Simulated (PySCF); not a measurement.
## Group charges in `CC(C)c1ccoc1C(=O)Cl`

Species: C₈H₉ClO₂.
Numbering: `[CH3:1][CH:2]([CH3:3])[c:4]1[cH:5][cH:6][o:7][c:8]1[C:9](=[O:10])[Cl:11]` (hydrogens: H12, H13, H14 on C1; H15 on C2; H16, H17, H18 on C3; H19 on C5; H20 on C6)

Geometry (GFN2-xTB, Å), atoms numbered from 1 in this order:
```xyz
20
C8H9ClO2 angstrom
C     -1.5725    0.7711   -0.9668
C     -1.0158    0.1043    0.2971
C     -1.8277   -1.1378    0.6571
C      0.4243   -0.2191    0.0771
C      0.9922   -1.4365   -0.3549
C      2.3398   -1.2240   -0.4382
O      2.6557    0.0192   -0.0956
C      1.4995    0.6516    0.2212
C      1.4999    2.0188    0.6576
O      0.5572    2.6948    0.9413
Cl     3.1394    2.6870    0.7635
H     -2.6232    1.0098   -0.8263
H     -1.4763    0.1053   -1.8221
H     -1.0338    1.6917   -1.1742
H     -1.0779    0.8288    1.1151
H     -1.3889   -1.6515    1.5092
H     -2.8439   -0.8503    0.9145
H     -1.8731   -1.8274   -0.1824
H      0.4774   -2.3487   -0.5726
H      3.1426   -1.8762   -0.7236
```

Atomic charges (e) from the PBE0/pcSseg-1 density (PySCF):

```tsv
atom	Mulliken	IAO	Hirshfeld	ESP-fitted
C1	-0.1979	-0.4096	-0.1158	-0.6051
C2	-0.2794	-0.1038	-0.0174	+0.5648
C3	-0.2001	-0.4178	-0.1154	-0.6490
C4	-0.1699	+0.0161	+0.0146	-0.1284
C5	-0.1350	-0.2313	-0.0787	-0.3974
C6	+0.2088	+0.0534	+0.0423	+0.1157
O7	-0.3581	-0.2063	-0.0502	-0.2560
C8	+0.2505	+0.0647	+0.0233	+0.2612
C9	+0.2812	+0.3357	+0.1530	+0.2589
O10	-0.3287	-0.3809	-0.2024	-0.3531
Cl11	-0.1095	-0.0884	-0.0759	-0.1202
H12	+0.1163	+0.1429	+0.0453	+0.1467
H13	+0.1045	+0.1360	+0.0360	+0.1543
H14	+0.1344	+0.1510	+0.0369	+0.1591
H15	+0.1467	+0.1596	+0.0393	-0.0184
H16	+0.1229	+0.1437	+0.0400	+0.1490
H17	+0.1224	+0.1472	+0.0471	+0.1638
H18	+0.1076	+0.1323	+0.0390	+0.1709
H19	+0.0763	+0.1719	+0.0629	+0.2208
H20	+0.1068	+0.1837	+0.0762	+0.1623
```

Question: Cut each of the bonds C1–C2, C2–C4 and C9–C8 in turn and sum the charges on the side of the atom named first.

Answer: In e; the other side holds the opposite charge:

```
bond cut  piece  atoms  Mulliken     IAO  Hirshfeld  ESP-fitted
   C1–C2    CH3      4    +0.157  +0.020     +0.002      -0.145
   C2–C4   C3H7     10    +0.177  +0.081     +0.035      +0.236
   C9–C8   CClO      3    -0.157  -0.134     -0.125      -0.214
```

Extremes among these pieces. Mulliken: lowest CClO at C9, highest C3H7 at C2; IAO: lowest CClO at C9, highest C3H7 at C2; Hirshfeld: lowest CClO at C9, highest C3H7 at C2; ESP-fitted: lowest CClO at C9, highest C3H7 at C2.

Question: Do the schemes agree better on the pieces than on the single atoms at the cuts?

Answer: The spread between schemes averages 0.198 e for the pieces and 0.505 e for the atoms named first; it is smaller for the piece at 3 of the 3 cuts. On average they agree better on the pieces. The sign differs between schemes (beyond ±0.03 e) for CH3 at C1.

Isolated species at its GFN2-xTB geometry (one conformer only).
